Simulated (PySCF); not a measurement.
F3Sc, SMILES [F][Sc]([F])[F] (connectivity only; charge and spin as stated), charge -1, multiplicity 2.

Geometry optimised at TPSSh-D3(BJ)/def2-SVPD. The geometry has at least one imaginary mode, so it is a saddle point at that level. The multiplicity is an assumed one; other spin states were not compared. The isomer is the one that the SMILES or the coordinates give; other isomers of the formula were not compared.

Calculation: TPSSh-D3(BJ)/def2-SVPD (PySCF 2.14.0).

Frequencies are harmonic and unscaled.

Modes within 1.5 cm⁻¹ of each other (mostly degenerate sets) share a row, with their intensities summed.

Computed vibrational spectrum:
```csv
mode,ν (cm⁻¹),IR (km/mol),moving atoms (share of kinetic energy)
1,115i,66.8,"Sc 56 %, F 44 %"
2–3,144,5.6,"F 86 %, Sc 14 %"
4,501,0.0,F 100 %
5–6,605,298.6,"F 58 %, Sc 42 %"
```
